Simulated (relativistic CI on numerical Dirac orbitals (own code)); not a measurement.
Values are calculated unless marked as measured or tabulated.
Quantum defects of the np series of Zr3+

Problem. The np ²P° levels with J = 1/2 of Zr3+ lie at 5p: 81976.5, 6p: 169809.7 cm⁻¹ (measured levels as listed in Rauch et al., Astron. Astrophys. 599, A142 (2017)), and the ionisation limit at 277602.8 cm⁻¹ (NIST ASD). Find the quantum defects and predict 7p.

Working.
1. The outer electron sees the charge z = 4; R = 109736.65 cm⁻¹ for this mass. The binding energy T = limit − E defines n* = z√(R/T).
2. Values: 5p: T = 195626.3, n* = 2.9959, δ = n − n* = 2.0041; 6p: T = 107793.1, n* = 4.0359, δ = n − n* = 1.9641.
3. With δ held at 1.9641: E(7p) = limit − Rz²/(7 − δ)² = 208369.1 cm⁻¹.
4. The Ritz form δ = δ₀ + a/n*² through the last two members has a = 0.8003 and δ₀ = 1.9150, so with n* ≈ 7 − 1.9641, δ(7) = 1.9465 and E = 208849.8 cm⁻¹.

Check. The measured level is 208783.4 cm⁻¹ (δ = 1.9490), so the two predictions miss by -414.3 and 66.4 cm⁻¹. The defect is large because this electron penetrates the core.
